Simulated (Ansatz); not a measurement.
Ansatz (a program for electronic structure) input:

Ansatz 0.2 input:
```yaml
crystal:
  periodic: [false, false, false]
  atoms:
    - {symbol: Mo, position_ang: [-0.00000000, -0.00000000, -0.27163816]}
    - {symbol: O, position_ang: [0.00000000, 0.00000000, 1.42610032]}
basis:
  gaussian:
    orbitals: def2-TZVPD
hamiltonian:
  xc: {name: PBE0}
total_charge: -1
magnetization: {spin_polarized: true, initial_magnetization: 5}
```

Task: What final total energy does it print?

Result: -143.34255 Eh (PBE0/def2-TZVPD). The basis has 80 functions.

This state (charge -1, sextet) is run at the relaxed geometry of the species with charge 0 and multiplicity 5.
